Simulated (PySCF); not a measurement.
Z-matrix (Å, degrees):
```
Ti
F 1 1.7634
F 1 1.7637 2 109.19
O 1 1.7677 2 109.38 3 -119.61
H 4 0.9702 1 155.33 2 -120.11
O 1 1.7734 2 108.92 3 118.93
H 6 0.9709 1 147.31 2 122.89
```
Charge 0, spin multiplicity 1.

**Question.** What HOMO, charge on the central atom (Mulliken) and dipole moment does TPSSh-D3(BJ)/def2-TZVP // BP86-D3(BJ)/def2-SVP (PySCF) give?

**Answer.** 
The HOMO is -9.05 eV and the charge on the central atom (Mulliken) is 1.64 e. The dipole moment comes out as 4.27 D.
